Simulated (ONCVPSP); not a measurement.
**Reading a pseudo-wave (Zn (Z = 30))**

Columns: radius, all-electron u(r) and pseudo u(r) of the 3s shell (level -128.63 eV) of zinc in the configuration [Ne] 3s2 3p6 3d10 4s2; LDA (Perdew-Wang 92), scalar-relativistic, ONCV scheme, ONCVPSP 4.0.1.

```json
{"r (bohr)": "0.075", "all-electron": "-0.1377", "pseudo": "0.2441"}
{"r (bohr)": "0.150", "all-electron": "-0.7212", "pseudo": "0.4791"}
{"r (bohr)": "0.225", "all-electron": "-0.4247", "pseudo": "0.6956"}
{"r (bohr)": "0.300", "all-electron": "0.1940", "pseudo": "0.8842"}
{"r (bohr)": "0.375", "all-electron": "0.7543", "pseudo": "1.0360"}
{"r (bohr)": "0.450", "all-electron": "1.1268", "pseudo": "1.1439"}
{"r (bohr)": "0.525", "all-electron": "1.3103", "pseudo": "1.2034"}
{"r (bohr)": "0.600", "all-electron": "1.3506", "pseudo": "1.2147"}
{"r (bohr)": "0.675", "all-electron": "1.2966", "pseudo": "1.1810"}
{"r (bohr)": "0.750", "all-electron": "1.1895", "pseudo": "1.1103"}
{"r (bohr)": "0.825", "all-electron": "1.0578", "pseudo": "1.0126"}
{"r (bohr)": "0.900", "all-electron": "0.9201", "pseudo": "0.8989"}
{"r (bohr)": "0.975", "all-electron": "0.7873", "pseudo": "0.7796"}
{"r (bohr)": "1.050", "all-electron": "0.6654", "pseudo": "0.6635"}
{"r (bohr)": "1.125", "all-electron": "0.5570", "pseudo": "0.5567"}
{"r (bohr)": "1.200", "all-electron": "0.4628", "pseudo": "0.4627"}
{"r (bohr)": "1.275", "all-electron": "0.3822", "pseudo": "0.3821"}
{"r (bohr)": "1.350", "all-electron": "0.3141", "pseudo": "0.3140"}
{"r (bohr)": "1.425", "all-electron": "0.2571", "pseudo": "0.2570"}
{"r (bohr)": "1.500", "all-electron": "0.2096", "pseudo": "0.2096"}
{"r (bohr)": "1.575", "all-electron": "0.1705", "pseudo": "0.1705"}
{"r (bohr)": "1.650", "all-electron": "0.1384", "pseudo": "0.1383"}
{"r (bohr)": "1.725", "all-electron": "0.1121", "pseudo": "0.1120"}
{"r (bohr)": "1.800", "all-electron": "0.0906", "pseudo": "0.0905"}
{"r (bohr)": "1.875", "all-electron": "0.0731", "pseudo": "0.0731"}
{"r (bohr)": "1.950", "all-electron": "0.0589", "pseudo": "0.0589"}
```

How many radial nodes do the two functions have?

The all-electron 3s function has n − l − 1 = 2 (the table is too coarse to show those close to the nucleus); the pseudo-wave has 0, since the states of the same l below it are removed with the core.

At about which radius was the pseudo-wave matched?

1.20 bohr, where the columns begin to agree (steps of 0.07 bohr).

Where does each function peak?

Outermost all-electron maximum near 0.60 bohr, pseudo maximum near 0.60 bohr (to the table’s step).

Is the pseudo-wave norm-conserving?

Yes: the ONCV scheme keeps the norm inside the radius equal to the all-electron one, which fixes the energy derivative of the logarithmic derivative at the level.
